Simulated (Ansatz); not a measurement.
`B[SiH]1BS1` + HBr → `BBr` + `B1[SiH2]S1` at 298.15 K and 1 bar (cleavage of the B–Si bond).

Computed with Ansatz on PBE0-D4/def2-TZVP structures; ΔE is electronic, products minus reactants. CCSD(T)/CBS adds triple-zeta CCSD(T) − MP2 to the extrapolated MP2 energy (def2 sets, frozen cores). For Br outer-core shells are correlated without core-valence functions, which leaves a few kJ/mol of doubt a bond. Scalar relativity is left out up to krypton.

```json
{"species": "`B[SiH]1BS1`", "CCSD(T)/CBS energy (Eh)": "-738.82401", "H − E (kJ/mol)": "131.1", "S (J/(mol·K))": "317.8"}
{"species": "HBr", "CCSD(T)/CBS energy (Eh)": "-2573.91920", "H − E (kJ/mol)": "24.6", "S (J/(mol·K))": "198.6"}
{"species": "`BBr`", "CCSD(T)/CBS energy (Eh)": "-2599.32470", "H − E (kJ/mol)": "64.6", "S (J/(mol·K))": "245.8"}
{"species": "`B1[SiH2]S1`", "CCSD(T)/CBS energy (Eh)": "-713.45359", "H − E (kJ/mol)": "93.6", "S (J/(mol·K))": "277.0"}
```

H − E and S are ideal-gas, rigid-rotor, harmonic terms from PBE0-D4/def2-TZVP, for one conformer and one mirror image of each species. 1 Eh = 2625.50 kJ/mol, R = 8.31446 J/(mol·K).

Question: By hand: ΔE, ΔH, ΔS and ΔG.

Answer: ΔE = (-2599.32470) + (-713.45359) − (-738.82401) − (-2573.91920) = -0.03508 Eh = -92.1 kJ/mol. Δ(H − E) = 64.6 + 93.6 − 131.1 − 24.6 = 2.5, so ΔH = -89.6 kJ/mol. ΔS = 245.8 + 277.0 − 317.8 − 198.6 = 6.4 J/(mol·K). ΔG = -89.6 − 298.15 × (6.4)/1000 = -91.5 kJ/mol.

Question: By hand: the equilibrium constant, and the temperature at which ΔG would vanish if ΔH and ΔS stayed fixed.

Answer: log₁₀ K = −ΔG/(RT ln 10) = 16.0. ΔH and −TΔS have one sign here, so there is no such temperature.

The number of gas molecules stays the same, so ΔS is small and ΔH decides. A doubt of 5 kJ/mol in ΔE shifts log₁₀ K by 0.9 here. Other conformers and mirror images would add mixing entropy, several J/(mol·K) or more a flexible species. These are equilibria of isolated gas molecules and say nothing of rates. Largest T1 diagnostic: 0.020 (customary marks: 0.02 for closed shells, 0.045 for open ones).

ΔS is within the doubt of such terms, so its sign, and with it that verdict, could turn.
